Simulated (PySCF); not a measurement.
## J couplings in C₁₂H₁₂Ge

Geometry:
| atom | x (Å) | y (Å) | z (Å) |
| --- | --- | --- | --- |
| C1 | -4.222 | 0.840 | 0.215 |
| C2 | -3.115 | 1.173 | 0.995 |
| C3 | -1.969 | 0.381 | 0.951 |
| C4 | -1.910 | -0.755 | 0.130 |
| Ge5 | -0.301 | -1.851 | 0.076 |
| C6 | 1.254 | -0.708 | -0.197 |
| C7 | 2.513 | -1.075 | 0.295 |
| C8 | 3.626 | -0.260 | 0.089 |
| C9 | 3.491 | 0.939 | -0.611 |
| C10 | 2.243 | 1.319 | -1.101 |
| C11 | 1.132 | 0.502 | -0.894 |
| C12 | -3.029 | -1.073 | -0.650 |
| C13 | -4.178 | -0.284 | -0.609 |
| H14 | -5.121 | 1.460 | 0.247 |
| H15 | -3.144 | 2.055 | 1.640 |
| H16 | -1.104 | 0.658 | 1.562 |
| H17 | -0.103 | -2.624 | 1.397 |
| H18 | -0.458 | -2.873 | -1.070 |
| H19 | 2.632 | -2.009 | 0.852 |
| H20 | 4.601 | -0.560 | 0.479 |
| H21 | 4.361 | 1.580 | -0.771 |
| H22 | 2.132 | 2.260 | -1.646 |
| H23 | 0.156 | 0.815 | -1.276 |
| H24 | -3.005 | -1.950 | -1.304 |
| H25 | -5.042 | -0.546 | -1.225 |

Method: B3LYP/pcJ-1 (pcSseg-1 on Ge) (without the spin–dipole term)//PBE0-D3(BJ)/def2-SVP, PySCF; isolated molecule, single conformer, non-relativistic. Couplings are averaged over pairs made equivalent by symmetry, fast rotation or ring inversion, so a value needn't be that of the named pair in this geometry, while other rotamers aren't included; one pair stands for each set, and the list holds those of at least 1.5 Hz over up to four bonds, among pairs with at least one H atom (others weren't computed).

Isotopes: 13C, 1H.

```
    pair  bonds  J (Hz)
 C1, H14      1   166.4
 C2, H15      1   166.6
 C3, H16      1       ?
 C1, H15      2     1.7
 C2, H14      2       ?
 C2, H16      2       ?
 C3, H15      2       ?
 C4, H16      2     3.6
 C4, H17      2       ?
H17, H18      2       ?
 C1, H16      3     7.9
 C2, H25      3     7.8
 C3, H14      3     8.0
 C3, H17      3     2.3
 C3, H24      3     8.7
 C4, H15      3     7.7
H14, H15      3     8.4
H15, H16      3     8.5
```

Task: Estimate the withheld couplings, with signs.

Result: 
- 1J(C3,H16) = 167.5 Hz (bond length 1.094 Å, sp2 carbon)
- 2J(C2,H14) = 1.6 Hz
- 2J(C2,H16) = 2.0 Hz
- 2J(C3,H15) = 2.0 Hz
- 2J(C4,H17) = 8.0 Hz (mean over equivalent pairs that range from 6.7 to 9.2 Hz in this conformer)
- 2J(H17,H18) = 12.9 Hz (angle at Ge5 108°)

Relativistic effects of the heavier atoms present are left out.
